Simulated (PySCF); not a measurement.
WO2Cl2, SMILES [O]=[W]([Cl])([Cl])=[O], multiplicity 1.

Geometry: B3LYP-D3(BJ)/def2-SVP. The multiplicity is an assumed one; other spin states were not compared. The isomer is the one that the SMILES or the coordinates give; other isomers of the formula were not compared. The def2 effective core potentials stand for the cores of W; spin–orbit coupling is left out.

All values below come from B3LYP-D3(BJ)/def2-SVP run with PySCF 2.14.0.

Frequencies are harmonic and unscaled.

| mode | ν (cm⁻¹) | IR (km/mol) | Raman (Å⁴/amu) | depolarisation | moving atoms (share of kinetic energy) |
|---|---|---|---|---|---|
| 1 | 111 | 0.6 | 2.8 | 0.75 | Cl 85 %, W 14 % |
| 2 | 158 | 4.8 | 1.5 | 0.75 | O 44 %, Cl 35 %, W 22 % |
| 3 | 212 | 0.0 | 4.6 | 0.75 | O 81 %, Cl 19 % |
| 4 | 225 | 6.5 | 0.9 | 0.75 | O 74 %, Cl 18 % |
| 5 | 344 | 0.0 | 3.6 | 0.54 | O 78 %, Cl 21 % |
| 6 | 416 | 26.2 | 8.6 | 0.10 | Cl 69 %, O 16 %, W 15 % |
| 7 | 423 | 76.9 | 0.9 | 0.75 | Cl 71 %, W 27 % |
| 8 | 1006 | 148.4 | 7.9 | 0.75 | O 89 %, W 11 % |
| 9 | 1042 | 85.4 | 31.1 | 0.00 | O 94 % |
